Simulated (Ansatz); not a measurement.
A cut through the energy surface

MgNH$_{2}$Br (SMILES [NH2][Mg][Br]), singlet, at its PBE0-D4/def2-TZVP minimum:

| atom | x (Å) | y (Å) | z (Å) |
| --- | --- | --- | --- |
| N1 | -0.6758 | 0.5634 | -0.3966 |
| Mg2 | 0.6392 | -0.5447 | 0.3475 |
| Br3 | 2.2775 | -1.9253 | 1.2742 |
| H4 | -0.8641 | 1.5211 | -0.1420 |
| H5 | -1.3270 | 0.3118 | -1.1246 |

The angle Mg2–N1–H4 (126.3° at the minimum) is set to the values below, Mg2, with anything bonded beyond it, turning rigidly in the plane of the angle. Each method's energies count from its own value at the PBE0-D4 minimum structure. Program: Ansatz 0.2.0. Basis: def2-TZVPP. Cores are frozen in the correlated methods. Filled d shells of the heavier atoms are correlated. The outer core shell of Li, Na, Mg and K is correlated. The def2 sets are not built for correlating such inner shells, so the correlated values are less sure here.

CCSD(T) energies along the scan:
| angle (°) | CCSD(T) (kcal/mol) |
| --- | --- |
| 108.3 | 1.91 |
| 112.8 | 1.09 |
| 117.3 | 0.49 |
| 121.8 | 0.12 |
| 126.3 | 0.00 |
| 130.8 | 0.12 |
| 135.3 | 0.48 |
| 139.8 | 1.08 |
| 144.3 | 1.90 |
They count from the CCSD(T) energy at the PBE0-D4 minimum.

Largest difference from the CCSD(T) curve over the scan: PBE-D4 0.05; r2SCAN-D4 0.02; HF 0.18 kcal/mol. Each curve counts from its own value at the minimum.

T1 diagnostic: at most 0.008.

For scale, one of the runs: CCSD(T)/def2-TZVPP, 139 basis functions (an equivalent command: `ansatz run in.yaml --threads 2`). Time: 53 s of wall clock on 2 CPU threads; the host was shared. Peak host memory: 0.9 GiB.
